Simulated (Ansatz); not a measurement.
The molecule MgCl, multiplicity 2 (the spin of the measured ground state).

Seven points along R, fitted to fifth degree in 1/R; most abundant isotopes. In def2 and cc sets the state is the lowest found near the PBE0 minimum, followed along R.

The values were computed with Ansatz (a program for electronic structure) with Gaussian orbitals. Values without a source in brackets are computed.

Energies at wB97M-V/def2-TZVPP:

```json
[
 {"R (Å)": "2.055636", "E (hartree)": "-660.29407774"},
 {"R (Å)": "2.110895", "E (hartree)": "-660.29797555"},
 {"R (Å)": "2.161733", "E (hartree)": "-660.29991429"},
 {"R (Å)": "2.219202", "E (hartree)": "-660.30057862"},
 {"R (Å)": "2.276672", "E (hartree)": "-660.29995021"},
 {"R (Å)": "2.342983", "E (hartree)": "-660.29797892"},
 {"R (Å)": "2.420345", "E (hartree)": "-660.29441852"}
]
```

Task: With a reduced mass of 14.2269 u, find the minimum, the force constant and the constants.

Result: A fifth-degree polynomial in 1/R puts the minimum at r_e = 2.2177 Å with force constant 171 N/m. Then ω_e = (1/2πc)√(k/μ) = 452 cm⁻¹ and B_e = h/(8π²cμr_e²) = 0.2409 cm⁻¹; the cubic and quartic terms give α_e = 0.0016 and ω_e x_e = 2.0 cm⁻¹.
